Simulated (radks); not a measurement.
Question: Neutral vanadium: order these configurations by energy. Method: scalar-relativistic Kohn-Sham, r2SCAN, spin-polarised, spherical densities, finite nucleus; meta-GGA in the generalised Kohn-Sham scheme; Fermi nuclear charge, rms radius of each element as measured or else 0.836 A^(1/3) + 0.57 fm; computed with a radial shooting solver on a logarithmic mesh with Libxc functionals. Open shells are filled with parallel spins first. [Ar] 3d2 4s2 4p1; [Ar] 3d3 4s1 4p1; [Ar] 3d3 4s2; [Ar] 3d4 4p1; [Ar] 3d4 4s1; [Ar] 3d5.

Answer: From the lowest, in eV above it: [Ar] 3d4 4s1 0.000; [Ar] 3d3 4s2 1.492; [Ar] 3d5 1.824; [Ar] 3d4 4p1 3.269; [Ar] 3d3 4s1 4p1 3.290; [Ar] 3d2 4s2 4p1 8.086.
